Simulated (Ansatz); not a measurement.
Cartesian coordinates (Å):
```xyz
6

N     -1.4314    -0.0205     0.1343
In     0.4879    -0.8581     0.4598
O      1.9056     0.6156     0.4754
H     -1.5906     0.7166     0.8338
H     -2.1669    -0.7186     0.2889
H      2.7955     0.2650     0.6530
```
Charge 0, spin multiplicity 2.

Method: frozen-core CCSD(T)/def2-TZVPP // PBE-D3(BJ)/def2-TZVP (Ansatz, a program for electronic structure).

| Property | Value |
|---|---|
| HF energy | -320.32805 Ha |
| MP2 correlation energy | -0.73581 Ha |

Question: Estimate the CCSD correlation energy, the (T) correction, the total energy and the T1 diagnostic.

Answer: 
| Item | Value |
|---|---|
| CCSD correlation energy | -0.73792 Ha |
| (T) correction | -0.02751 Ha |
| CCSD(T) total energy | -321.09348 Ha |
| T1 diagnostic | 0.021 |
